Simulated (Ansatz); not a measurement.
`CB[NH][AlH][CH3]` + `BCC[SiH2]Cl` → `BCCBC` + `[CH3][AlH][NH][SiH2]Cl`  (redistribution)

Isolated molecules relaxed with PBE0-D4/def2-TZVP in Ansatz; ΔE leaves out vibrations. CCSD(T)/CBS is the MP2 limit (def2-TZVPP, def2-QZVPP) plus CCSD(T) − MP2 in def2-TZVPP, frozen cores. Functionals use def2-TZVPP. B3LYP here is the variant with VWN-RPA as its local correlation; programs differ in this. One conformer a species, not always the lowest.

```csv
level,ΔE (kJ/mol),difference from CCSD(T)/CBS
PBE-D4,54.3,5.1
r2SCAN-D4,48.3,-0.9
PBE0-D4,53.4,4.2
B3LYP-D4,53.1,3.9
ωB97X-V,51.5,2.3
ωB97M-V,51.9,2.7
B2PLYP,51.1,1.9
PBE,53.9,4.7
r2SCAN,48.2,-1.0
PBE0,53.0,3.8
B3LYP,52.4,3.2
HF/def2-TZVPP,47.6,-1.6
MP2/def2-TZVPP,49.6,0.4
SCS-MP2/def2-TZVPP,49.6,0.4
CCSD/def2-TZVPP,50.2,1.0
CCSD(T)/def2-TZVPP,50.8,1.6
HF/def2-QZVPP,46.5,-2.7
MP2/def2-QZVPP,48.3,-0.9
SCS-MP2/def2-QZVPP,48.4,-0.8
HF/CBS(def2),46.3,-2.9
MP2/CBS(def2),48.1,-1.1
CCSD/CBS(def2),48.6,-0.6
CCSD(T)/CBS,49.2,0
```

Largest T1 diagnostic among the species: 0.011.
